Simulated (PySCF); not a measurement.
Correlation energy of Ce²⁸⁺ (cerium, charge +28)

Starting occupation: [Ar] 3d10 4s2. Calculation: PySCF 2.14, in an even-tempered Gaussian basis (19 s from 1 bohr⁻², ratio 2.6; 15 p from 1.3 bohr⁻², ratio 2.6; 10 d from 1.3 bohr⁻², ratio 2.6; 6 f from 1.3 bohr⁻², ratio 2.8); X2C-1e with screened-nucleus spin-orbit coupling, Gaussian nucleus. Frozen: [Ar]; 12 electrons correlated; the 94 highest virtual spinors left out.

MP2 pair energies summed by pair of shells (mhartree):

| pair | energy | share (%) |
| --- | --- | --- |
| 3d3/2-3d5/2 | -187.43 | 36.2 |
| 3d5/2-3d5/2 | -131.97 | 25.5 |
| 3d3/2-3d3/2 | -56.79 | 11.0 |
| 4s1/2-4s1/2 | -56.50 | 10.9 |
| 3d5/2-4s1/2 | -51.55 | 10.0 |
| 3d3/2-4s1/2 | -33.67 | 6.5 |

Total MP2 correlation energy: -517.91 mhartree.

The virtual space was cut to 68 spinors, which keep -496.57 of the -517.91 mhartree of MP2 correlation.

```json
{"level": "CCSD", "correlation energy (mhartree)": "-494.75"}
{"level": "(T)", "correlation energy (mhartree)": "-1.06"}
{"level": "CCSD(T)", "correlation energy (mhartree)": "-495.81"}
```

Diagnostics: T1 = 0.00029, largest double amplitude 0.067.

Cost of the coupled-cluster step: 160 s of wall time on 1 thread of Neoverse-N1 (shared host), for 12 occupied and 68 virtual spinors.

The coupled-cluster values are those of the cut space; adding the MP2 remainder, -21.34 mhartree, estimates the full space.

At this charge the one-electron X2C treatment keeps the bare 1/r₁₂, with no two-electron picture change or Breit term. The effect here is smaller than on the frozen 1s shell.
